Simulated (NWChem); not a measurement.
# C$_{2}$H$_{4}$FNSi; SMILES N#C[C@@H](F)[SiH3]

```xyz
9

N      0.7961    -2.3411     0.1697
C      0.2247    -1.3723    -0.1049
C     -0.4553    -0.1226    -0.4287
F     -1.6674    -0.0450     0.2222
Si     0.6027     1.4108     0.0674
H     -0.6373    -0.1062    -1.5188
H      0.8291     1.3682     1.5368
H     -0.1796     2.6179    -0.3181
H      1.8894     1.3510    -0.6818
```
Atoms are numbered in this order, from 1.

The geometry was optimised at PBE0/def2-SVP.

Problem. Give the principal values of the shielding tensors (ppm) of N1, C2, C3, F4, Si5 from B3LYP/6-31G* (spherical d), GIAO (NWChem), with their diamagnetic and paramagnetic parts as GIAO splits them.

Solution. 
| atom | σ11 | σ22 | σ33 | isotropic | diamagnetic | paramagnetic |
|---|---|---|---|---|---|---|
| N1 | -174.0 | -137.3 | 255.9 | -18.5 | 341.2 | -359.7 |
| C2 | -20.9 | -16.3 | 293.1 | 85.3 | 256.6 | -171.3 |
| C3 | 81.8 | 106.8 | 181.4 | 123.3 | 248.8 | -125.5 |
| F4 | 386.0 | 438.3 | 490.2 | 438.2 | 471.3 | -33.1 |
| Si5 | 420.4 | 434.1 | 473.4 | 442.7 | 881.9 | -439.2 |
